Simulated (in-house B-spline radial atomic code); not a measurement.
Successive ionisation energies of tellurium; each step leads to the configuration of the next row (after the last: bare). Dirac energy differences include first-order Breit, QED and recoil terms. NIST's values go from ground level to ground level; the uncertainty of those that are theory runs from under 0.1 % in few-electron ions to several per cent in heavy many-electron ones. Computed with a radial B-spline atomic code at the basis-set limit: Dirac-Hartree-Fock, average of the configuration, finite nuclei.

| ion | configuration | ionisation energy (eV) | tabulated value (eV) | tabulated kind | computed minus tabulated (eV) | highest orbital | largest mean radius (bohr) |
| --- | --- | --- | --- | --- | --- | --- | --- |
| Te45+ | [He] 2s2 2p3 | 7814.1 | 7714 | tabulated theory | 100 | 2p3/2 | 0.11474 |
| Te46+ | [He] 2s2 2p2 | 8052.7 | 8240 | tabulated theory | -187 | 2p3/2 | 0.11405 |
| Te47+ | [He] 2s2 2p1 | 8294.4 | 8499 | tabulated theory | -205 | 2p3/2 | 0.11336 |
| Te48+ | [He] 2s2 | ? | ? | tabulated theory | ? | ? | ? |
| Te49+ | [He] 2s1 | ? | ? | tabulated theory | ? | ? | ? |
| Te50+ | 1s2 | 37193.8 | 37196.52 | tabulated theory | -3 | 1s1/2 | 0.027623 |
| Te51+ | 1s1 | 38177.6 | 38177.74 | tabulated theory | 0 | 1s1/2 | 0.02741 |

Q: Fill in the row of Te48+.

A: ionisation energy (eV): 8821.0; tabulated value (eV): 8821; computed minus tabulated (eV): 0; highest orbital: 2s1/2; largest mean radius (bohr): 0.11267.

Q: Fill in the row of Te49+.

A: ionisation energy (eV): 9040.6; tabulated value (eV): 9040.83; computed minus tabulated (eV): 0; highest orbital: 2s1/2; largest mean radius (bohr): 0.11202.

Q: Where is the largest jump?

A: From Te49+ to Te50+, by a factor of 4.11 (9040.6 to 37194 eV); the highest orbital goes from 2s1/2 to 1s1/2.

Where a p, d or f electron is removed, the computed value is a mean over both j, so it misses the tabulated one by a part of the spin-orbit splitting; averaging over terms and missing correlation add to the gap, relatively most at low charge.
